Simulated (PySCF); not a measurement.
Si(GeH3)(OH)3 (GeH6O3Si), SMILES O[Si](O)(O)[GeH3].

Geometry: PBE-D3(BJ)/def2-SVP. Other conformers were not sampled.

Vertical ionisation energy (IE) and electron affinity (EA) in eV. Rows of orbital energies are one-electron estimates. Where ΔSCF, EOM or ADC give a negative EA the extra electron is unbound and the value depends on the basis.

| level | IE | EA |
|---|---|---|
| −ε(HOMO), −ε(LUMO), ωB97X/def2-TZVP (PySCF) | 10.37 | -2.22 |
| −ε(HOMO), −ε(LUMO), PBE/def2-TZVP (PySCF) | 6.80 | 0.64 |
